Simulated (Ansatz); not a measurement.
Species: C₄H₅S, net charge 0, doublet state. It need not be the lowest isomer of its formula. SMILES: [CH]1C=CCS1
Geometry from a B3LYP-D3(BJ)/def2-TZVP (Ansatz, a quantum-chemistry and plane-wave program) optimisation:
```
C
C 1 1.3715
H 1 1.0802 2 124.72
H 2 1.0819 1 123.26 3 0.00
C 2 1.3924 4 121.83 1 180.00
H 5 1.0776 2 127.07 4 0.00
C 1 1.4966 3 120.93 2 180.00
H 7 1.0943 1 113.01 3 -61.06
H 7 1.0943 8 107.32 1 -125.26
S 5 1.7369 6 120.00 2 -180.00
```
Charge 0, spin multiplicity 2.

Quantity: atomisation energy (electronic, to ground-state atoms), in kcal/mol. Cores are frozen in the correlated levels unless marked. Open shells are spin-unrestricted. No spin-orbit coupling. No relativistic terms. The coupled-cluster limit lacks core correlation, which all-electron functionals hold. Basis-set limits of correlation are two-point, X^-3; Hartree-Fock from the larger set. The bracket is a focal-point correction in the basis named.

| level | program | atomisation energy (kcal/mol) | minus last row |
|---|---|---|---|
| HF/cc-pV(Q+d)Z | Ansatz | 736.8 | -260.8 |
| SVWN5/def2-TZVPD | Ansatz | 1162.5 | 164.9 |
| revPBE-D3(BJ)/def2-TZVPD | Ansatz + dftd3 | 1009.7 | 12.1 |
| PBE0/6-31G* | Ansatz | 1011.7 | 14.1 |
| PBE0-D3(BJ)/def2-TZVP | Ansatz + dftd3 | 1019.0 | 21.4 |
| r2SCAN0/def2-TZVPD | Ansatz | 995.4 | -2.2 |
| CAM-B3LYP-D3(BJ)/def2-TZVPD | Ansatz + dftd3 | 1002.7 | 5.1 |
| LC-wPBE/def2-TZVPD | Ansatz | 1003.2 | 5.6 |
| B2GP-PLYP/def2-TZVPD | Ansatz | 985.4 | -12.2 |
| B2PLYP-D4/def2-TZVPD | Ansatz + dftd4 | 991.9 | -5.7 |
| MP2/cc-pV(D+d)Z | Ansatz | 934.3 | -63.3 |
| RI-MP2/CBS(cc-pV(T+d)Z,cc-pV(Q+d)Z) | Ansatz | 1011.9 | 14.3 |
| SCS-MP2/STO-3G | Ansatz | 998.3 | 0.7 |
| CCSD(T)/cc-pV(D+d)Z | Ansatz | 920.5 | -77.1 |
| RI-MP2/CBS(cc-pV(T+d)Z,cc-pV(Q+d)Z)+[CCSD(T)-MP2]/cc-pV(T+d)Z | Ansatz | 997.6 | 0.0 |

The UHF reference is spin-contaminated (<S^2> 0.20 over the pure value in the largest basis).
